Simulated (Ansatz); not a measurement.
The cluster ScO₃, relaxed as a doublet with UKS r2SCAN-D4/def2-TZVP in Ansatz, starting from the GFN2-xTB geometry. Force threshold 0.02 eV/Å.

The structure comes from a short search, and lower isomers may exist.

Start:

```xyz
4

Sc   -1.456   -0.602    1.092
O     1.610    0.362   -0.286
O    -0.620    0.459   -0.665
O     0.466   -0.218   -0.141
```

Task: Estimate the energy that the relaxation releases and the steps that it takes.

Result: 562.1 kJ/mol, in 15 steps; 53 s on 4 threads of Arm Neoverse V1 on a shared host. No frequencies were taken in this run, so the end may be a saddle point.

Task: Does the start keep its bonding and symmetry?

Result: Bonds lost: O3–O4 (atoms count from 1). Bonds formed: Sc1–O2 (atoms count from 1). The end is the same structure that another start reached, the lowest one found.

Task: Predict the relaxed structure.

Result: 
```xyz
4

Sc   -0.6597   -0.0131    0.5795
O     1.3589    0.3421    0.1622
O    -1.7652    0.5746   -0.5437
O     1.0660   -0.9036   -0.1980
```
Bond lengths: 3 × O–Sc 1.68 to 2.09 Å; 1 × O–O 1.33 Å.
